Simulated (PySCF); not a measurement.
Simulated absorption spectrum

Compound: C6H4F3 (charge +1).
SMILES: `C[C+]1C=C1C(F)=C(F)F`

Theory: TDDFT PBE0/def2-SVPD, vertical, gas phase, core orbitals frozen in the response (PySCF). Geometry: GFN2-xTB, one conformer, isolated ion. Torsions of this conformer, `[CH3:1][c+:2]1[cH:3][c:4]1[C:5]([F:6])=[C:7]([F:8])[F:9]`: C3–C4–C5–F6 180°.

Computed states:

```tsv
state	E (eV)	f
S1	5.12	0.357
S2	5.39	0.187
S3	6.39	0.0002
S4	6.88	0.0012
S5	7.00	0.0007
S6	7.28	0.0024
```

Each state is given a Gaussian of 0.5 eV full width at half maximum, with ε(max) = 2.175×10⁸ f / Δν̃ (Δν̃ the width in cm⁻¹). The width is an assumption, not a result. The curve ends short of the highest state used, and states not computed would add to its high-energy end.

(1) Give the broadened spectrum and its maxima.

(2) On this curve, what absorbance would a 10⁻⁵ mol/L sample give at 193 nm over a 1 cm path?

(3) Does any computed singlet lie in the visible range?

(4) Coming from long wavelengths, where does ε first pass 100 L mol⁻¹ cm⁻¹?

Answers

(1) 
| E (eV) | ε (L mol⁻¹ cm⁻¹) |
| --- | --- |
| 4.37 | 35 |
| 4.43 | 93 |
| 4.48 | 195 |
| 4.53 | 388 |
| 4.59 | 825 |
| 4.64 | 1456 |
| 4.70 | 2678 |
| 4.75 | 4196 |
| 4.80 | 6231 |
| 4.86 | 9346 |
| 4.91 | 12379 |
| 4.96 | 15593 |
| 5.02 | 19290 |
| 5.07 | 21879 |
| 5.13 | 24005 |
| 5.18 | 24770 |
| 5.23 | 24580 |
| 5.29 | 23203 |
| 5.34 | 21283 |
| 5.39 | 18874 |
| 5.45 | 15628 |
| 5.50 | 12851 |
| 5.56 | 9680 |
| 5.61 | 7321 |
| 5.66 | 5309 |
| 5.72 | 3405 |
| 5.77 | 2234 |
| 5.82 | 1396 |
| 5.88 | 744 |
| 5.93 | 416 |
| 5.99 | 195 |
| 6.04 | 99 |
| 6.09 | 50 |
| 6.15 | 24 |
| 6.20 | 16 |
| 6.25 | 13 |
| 6.31 | 14 |
| 6.36 | 16 |
| 6.41 | 19 |
| 6.47 | 23 |
| 6.52 | 29 |
| 6.58 | 38 |
| 6.63 | 49 |
| 6.68 | 61 |

Maxima: 239 nm (5.20 eV), ε about 25000, made up of S1 (73%) and S2 (27%) (ε in L mol⁻¹ cm⁻¹; maxima over ε = 5, shares over 10%). At its high-energy end, 6.68 eV, the curve is still rising (ε about 61, from S4 and S5).

(2) 193 nm is 6.424 eV, where ε is about 19 L mol⁻¹ cm⁻¹, so A = ε c l ≈ 0.00019 (Beer–Lambert, with the gas-phase spectrum and the assumed width).

(3) No computed singlet lies in the visible range (380 to 750 nm); the lowest, at 242 nm, stands 1.86 eV above its violet end (3.26 eV); a Tamm–Dancoff triplet lies at 408 nm, without intensity as long as spin–orbit coupling is left out.

(4) At about 280 nm (4.44 eV), 0.69 eV below S1.
